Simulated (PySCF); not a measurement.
Cl3Te, doublet, at a GFN2-xTB geometry (the spin is typed, not shown lowest) (core potentials on Te). Base run: PBE0/def2-SVP in PySCF.

Here is a job for PySCF.
```python
from pyscf import gto, scf, dft

mol = gto.Mole()
mol.atom = '''
    Te    0.242514    0.090212    0.374588
    Cl    2.098220   -0.021880   -1.228147
    Cl   -1.707117   -0.936830    1.455834
    Cl   -1.132911    0.682769   -1.373485
'''
mol.basis = 'def2-svp'
mol.ecp = {'Te': 'def2-svp'}
mol.charge = 0
mol.spin = 1
mol.verbose = 4
mol.build()

mf = dft.UKS(mol)
mf.xc = 'pbe0'
mf.kernel()
mf.analyze()
```

Each row names what was changed in the base input (with any setting that the change needs).

| change | basis functions | E (Eh) | HOMO (eV) | dipole (D) |
|---|---|---|---|---|
| base | 80 | -1647.75969 | -7.26 | 1.78 |
| basis = x2c-SVPall; relativity = spin-free X2C (without mol.ecp = {'Te': 'def2-svp'}) | 90 | -8176.74182 | -7.27 | 1.73 |
| basis = x2c-TZVPall; relativity = none (without mol.ecp = {'Te': 'def2-svp'}) | 171 | -7853.87491 | -7.41 | 1.18 |
| basis = jorge-DZP-DKH; relativity = spin-free X2C; nucleus = Gaussian (with mol.nucmod = 'G'; without mol.ecp = {'Te': 'def2-svp'}) | 120 | -8172.24780 | -7.68 | 2.04 |
| basis = x2c-SVPall; relativity = none (without mol.ecp = {'Te': 'def2-svp'}) | 90 | -7821.96726 | -7.66 | 0.32 |
| basis = x2c-SVPall; relativity = spin-free X2C; nucleus = Gaussian (with mol.nucmod = 'G'; without mol.ecp = {'Te': 'def2-svp'}) | 90 | -8176.57770 | -7.27 | 1.73 |
| basis = jorge-DZP-DKH; relativity = spin-free X2C (without mol.ecp = {'Te': 'def2-svp'}) | 120 | -8172.43324 | -7.68 | 2.04 |
| basis = jorge-DZP-DKH; relativity = none (without mol.ecp = {'Te': 'def2-svp'}) | 120 | -7924.16072 | -7.73 | 1.62 |
| basis = x2c-TZVPall; relativity = spin-free X2C (without mol.ecp = {'Te': 'def2-svp'}) | 171 | -8178.04888 | -7.40 | 1.55 |
| basis = x2c-TZVPall; relativity = spin-free X2C; nucleus = Gaussian (with mol.nucmod = 'G'; without mol.ecp = {'Te': 'def2-svp'}) | 171 | -8177.86340 | -7.40 | 1.55 |

Total energies compare only within one method and basis.

Open shells are given as the SCF converged; they aren't shown to be the lowest states, and a large step between rows can be another state.

Basis sets contracted for a relativistic Hamiltonian are a mismatch without it, so the rows without relativity aren't non-relativistic limits. No row has spin-orbit coupling; sets with core potentials leave out the core electrons.
